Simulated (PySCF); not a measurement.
CH₃FGeO, neutral, multiplicity 1. Atoms are numbered in the order given.

```xyz
7

Ge     0.3326    -0.7036     0.0000
F     -1.4344    -0.6212     0.0000
O      0.6608     1.0355     0.0000
C     -0.2562     2.1020     0.0000
H     -1.2999     1.7497     0.0000
H     -0.0915     2.7304     0.8909
H     -0.0915     2.7304    -0.8909
```

The structure is a stationary point at PBE0-D3(BJ)/def2-SVP. Other conformers were not sampled.

Computed with HF/pcSseg-1 (PySCF).

GIAO shieldings, no solvent; atoms alike by connectivity are averaged. δ = σ(ref) − σ: ⁷³Ge against GeH4 (σ = 1776.1 ppm); ¹⁹F against CFCl3 (σ = 238.5 ppm); ¹⁷O against H2O (σ = 333.0 ppm); ¹³C against TMS (σ = 192.6 ppm); ¹H against TMS (σ = 31.99 ppm), references at their B3LYP-D3(BJ)/def2-TZVP geometries, non-relativistic.

```json
[
 {"atoms": "Ge1", "nucleus": "⁷³Ge", "count": "1", "δ (ppm)": "289.1"},
 {"atoms": "F2", "nucleus": "¹⁹F", "count": "1", "δ (ppm)": "-0.9"},
 {"atoms": "O3", "nucleus": "¹⁷O", "count": "1", "δ (ppm)": "147.9"},
 {"atoms": "C4", "nucleus": "¹³C", "count": "1", "δ (ppm)": "[?]"},
 {"atoms": "H5, H6, H7", "nucleus": "¹H", "count": "3", "δ (ppm)": "[?]"}
]
```

Problem. Some entries are withheld; supply them. (The exact figures need the calculation; the answer reports its results.)

Solution. 
- C4, δ (ppm): 49.3
- H5, H6, H7, δ (ppm): 4.14
